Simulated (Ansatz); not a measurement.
Geometry optimisation, Ansatz 0.2.0, RKS PBE-D4/6-31G*.

Input file:

```yaml
crystal:
  periodic: [false, false, false]
  atoms:
    - { symbol: B, position_ang: [0.0, 0.0, 0.0] }
    - { symbol: F, position_ang: [0.0, 0.0, 1.67] }
    - { symbol: "N", position_ang: [1.3423, 0.0, -0.775] }
    - { symbol: H, position_ang: [1.8089, -0.9179, -1.0268] }
    - { symbol: H, position_ang: [1.7937, 0.9179, -1.0532] }
    - { symbol: "N", position_ang: [-1.3423, 0.0, -0.775] }
    - { symbol: H, position_ang: [-2.0112, -0.8164, -0.6764] }
    - { symbol: H, position_ang: [-1.5914, 0.8164, -1.4036] }
    - { symbol: H, position_ang: [-0.1864, 1.4017, 0.4698] }
    - { symbol: H, position_ang: [-0.1469, 1.1046, 1.3144] }
basis:
  gaussian: { orbitals: "6-31G*" }
hamiltonian:
  xc: pbe
  dispersion: d4
relax:
  f_tol: 0.15
  max_steps: 25
  restrain:
    - { distance: [0, 8], at: 2.39, k: 30.0 }
    - { distance: [9, 1], at: 2.12, k: 30.0 }
    - { distance: [0, 1], at: 1.32, k: 30.0 }
    - { distance: [9, 8], at: 0.66, k: 30.0 }
```

Launched with:

```bash
$ ansatz run input.yaml --threads 1 --pin off --max-ram 2048MiB --backend cpu --events-out ev --progress --plain --runs-dir out
```

Problem. Where does it end, and by what steps?

Solution. The run converged. The restraints hold the end off the free minimum. After 12 steps the energy has fallen by 4.704 eV (the restraints' own energy left out); H4 moved furthest, 1.03 Å.

| step | energy less start (eV) | largest force component (eV/Å) | accepted |
| --- | --- | --- | --- |
| 0 | 0.0000 | 3.837 | yes |
| 1 | -0.9922 | 3.046 | yes |
| 2 | -1.9061 | 3.381 | yes |
| 3 | -2.7468 | 2.846 | yes |
| 4 | -3.6373 | 2.064 | yes |
| 5 | -3.9367 | 1.036 | yes |
| 6 | -4.1741 | 1.111 | yes |
| 7 | -4.3549 | 1.226 | yes |
| 8 | -4.4818 | 1.375 | yes |
| 9 | -4.5885 | 1.223 | yes |
| 10 | -4.6595 | 1.085 | yes |
| 11 | -4.6801 | 1.276 | yes |
| 12 | -4.7037 | 1.269 | yes |

```xyz
10
Properties=species:S:1:pos:R:3
B -0.016 -0.224 -0.173
F -0.025 -0.688 1.091
N 1.243 0.004 -0.798
H 2.114 -0.220 -0.327
H 1.361 0.345 -1.746
N -1.262 -0.015 -0.828
H -2.145 -0.153 -0.348
H -1.357 0.252 -1.802
H -0.143 1.830 1.064
H -0.103 1.376 1.610
```

The run took 11 s on 1 thread of AMD EPYC 9R45 96-Core Processor (Zen 5), with other jobs on the host, peak memory 0.15 GiB.
